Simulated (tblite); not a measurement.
Input of a run (GFN2-xTB geometry optimisation, gas phase (tblite 0.8.0)), started from a force field or distance geometry:
```
{"job": {"kind": "relax", "xc": "GFN2-xTB", "basis": "xTB"}, "charge": 0, "multiplicity": 2}
C      3.140200     0.678500    -1.538100
C      1.963500     0.261900    -0.633500
C      0.887500    -0.139800     0.246200
C      0.506100    -1.633300     0.154600
S     -1.246900    -1.192900     0.599800
O     -2.089200    -1.852300    -0.462900
C     -0.530200     0.325500    -0.247600
C     -1.053200     1.619700     0.347900
H      1.087600     0.166700     1.281800
H      0.596700    -2.109300    -0.818800
H      1.000200    -2.273700     0.904000
H     -0.674200     0.282900    -1.330600
H     -2.123000     1.750800     0.107800
H     -0.953100     1.643500     1.431100
H     -0.516400     2.479900    -0.063500
```

Output (eV, eV/Å):
```
step      E/eV     max force
  0    -637.23348    9.657
  1    -639.38906    7.239
  2    -633.31099   65.585
  3    -639.68114    5.044
  4    -639.80754    3.446
  5    -639.92408    1.593
  6    -639.93643    0.820
  7    -639.95073    0.413
  8    -639.95865    0.538
  9    -639.96266    0.432
 10    -639.96573    0.190
 11    -639.96763    0.170
 12    -639.96926    0.231
 13    -639.97068    0.202
 14    -639.97166    0.086
 15    -639.97222    0.052
 16    -639.97267    0.090
 17    -639.97325    0.119
 18    -639.97402    0.100
 19    -639.97482    0.080
 20    -639.97546    0.053
 21    -639.97597    0.084
 22    -639.97644    0.075
 23    -639.97693    0.067
 24    -639.97740    0.052
 25    -639.97782    0.060
 26    -639.97816    0.055
 27    -639.97841    0.041
 28    -639.97860    0.033
 29    -639.97876    0.036
 30    -639.97892    0.038
 31    -639.97909    0.049
 32    -639.97925    0.046
 33    -639.97938    0.029
 34    -639.97951    0.034
 35    -639.97965    0.034
 36    -639.97982    0.049
 37    -639.97998    0.041
 38    -639.98011    0.029
 39    -639.98021    0.027
 40    -639.98034    0.034
 41    -639.98050    0.045
 42    -639.98066    0.037
 43    -639.98076    0.027
 44    -639.98082    0.017
 45    -639.98087    0.021
 46    -639.98094    0.030
 47    -639.98102    0.029
 48    -639.98108    0.018
 49    -639.98113    0.019
 50    -639.98117    0.020
 51    -639.98123    0.028
 52    -639.98131    0.030
 53    -639.98140    0.023
 54    -639.98147    0.024
 55    -639.98154    0.021
 56    -639.98160    0.021
 57    -639.98165    0.017
 58    -639.98169    0.015
 59    -639.98171    0.012
 60    -639.98173    0.012
 61    -639.98176    0.017
 62    -639.98179    0.021
 63    -639.98183    0.022
 64    -639.98186    0.014
 65    -639.98188    0.010
 66    -639.98189    0.013
 67    -639.98190    0.012
 68    -639.98191    0.010
```

Question: Summarise the run.

Answer: The energy falls by 63.4 kcal/mol over 68 L-BFGS steps, the largest force on an atom goes from 9.66 to 0.010 eV/Å, and the atoms move by 0.132 Å rms after alignment. The bond that changes most is C1≡C2 (ends: carbon bonded to C; carbon bonded to 2 C), which shortens by 0.344 Å. Bonds longer at the end by more than 0.005 Å: 2 of 15; shorter: 7. Among the angles that change most is O6–S5–C7, from 104.4° to 109.8°. Among the dihedrals that turn most is H9–C3–C7–S5, from -83° to -94°. The energy rose by more than 1e-5 eV at step 2. The first step brought 78 % of the lowering.

Question: What are the final bond lengths?

Answer: C1≡C2 1.198 Å, C2–C3 1.464 Å, C3–C4 1.525 Å, C4–S5 1.868 Å, S5=O6 1.456 Å, S5–C7 1.885 Å, C7–C8 1.507 Å, C3–C7 1.529 Å, C3–H9 1.094 Å, C4–H10 1.087 Å, C4–H11 1.086 Å, C7–H12 1.091 Å, C8–H13 1.088 Å, C8–H14 1.089 Å, C8–H15 1.089 Å. Numbering counts from 1 in the input's order; the species is `[C]#C[C@@H]1C[S@](=O)[C@H]1C` [radical].

The run took 0.42 s wall on an Arm Neoverse V1 with one thread, shared host.

Its GFN2-xTB frequencies are all real (lowest 67 cm⁻¹).

One conformer stands for the species.

All values are computed, not measured.
